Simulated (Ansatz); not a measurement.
Abridged output of a molecular run in Ansatz:

```
Functional definition: HF
2222 factors; integrals over basis functions are off by at most 1.4e-3 eV
mean field evaluation 1: about -45465.5675 eV, gradient 3.8e1 eV
mean field evaluation 2: about -45465.5860 eV, gradient 3.8e1 eV
mean field evaluation 4: about -45470.0489 eV, gradient 5.4e0 eV
mean field evaluation 8: about -45470.1238 eV, gradient 1.5e-4 eV
mean field -45470.12380766 eV, -1670.9962291745 hartree, gradient 2.0e-6 eV, S^2 0.000000; 0 other end points of the search recorded, 0 dependent functions left out
26 core orbitals not correlated: weight in the atoms' cores, before any rotation towards them, 1.000 or more for the frozen orbitals, at most 0.000 for the correlated occupied ones
reference -45470.12380766 eV, -1670.9962291745 hartree; 30, 30 occupied and 170, 170 virtual orbitals, 2222 factors
second order -35.96279886 eV of doubles, -0.00000000 eV of singles
cycle   1  -37.92878766 eV  change    -2.0e0 eV  update   1.2e-1
cycle   2  -38.89349388 eV  change   -9.6e-1 eV  update   3.5e-2
cycle   3  -39.03999365 eV  change   -1.5e-1 eV  update   1.4e-2
cycle   4  -39.03553932 eV  change    4.5e-3 eV  update   3.1e-3
cycle   5  -39.03635743 eV  change   -8.2e-4 eV  update   9.8e-4
cycle   6  -39.03632342 eV  change    3.4e-5 eV  update   2.6e-4
cycle   7  -39.03621998 eV  change    1.0e-4 eV  update   7.8e-5
cycle   8  -39.03623372 eV  change   -1.4e-5 eV  update   2.5e-5
perturbative correction -1.07744106 eV, -0.0395952286 hartree
Total energy: -45510.23748243 eV, -1672.4703795325 hartree
```

Its atoms:

Cartesian coordinates in Å:
```
C 1.7065 -1.6550 0.2554
N 1.2948 -0.3502 -0.2877
C 2.4165 0.2548 -1.0202
Al 0.4664 0.8483 1.0117
Cl 0.6338 0.1009 2.9915
N -1.2769 0.4455 0.2305
C -2.1077 -0.4748 1.0240
C -2.0597 1.6399 -0.1180
Al -0.3778 -0.3780 -1.2943
Cl -1.0593 -2.3593 -1.6349
H 0.8889 -2.1230 0.8038
H 2.5489 -1.5364 0.9431
H 2.0012 -2.3316 -0.5520
H 2.7316 -0.3885 -1.8483
H 3.2768 0.4035 -0.3592
H 2.1262 1.2233 -1.4290
H 0.8745 2.3502 0.7317
H -1.5468 -1.3696 1.2943
H -2.4392 0.0069 1.9485
H -2.9867 -0.7880 0.4533
H -2.9434 1.3675 -0.7043
H -1.4567 2.3318 -0.7071
H -2.3977 2.1596 0.7846
H -0.3146 0.6224 -2.5173
```

Which basis set was used?
A. def2-SVPD
B. def2-SVP
C. cc-pV(Q+d)Z
D. def2-TZVPPD

B. It gives 226 functions.

Write the keys of the input that set method, charge and spin (a neutral closed shell needs none for the last two).


```yaml
correlation: {method: ccsd_t}
```
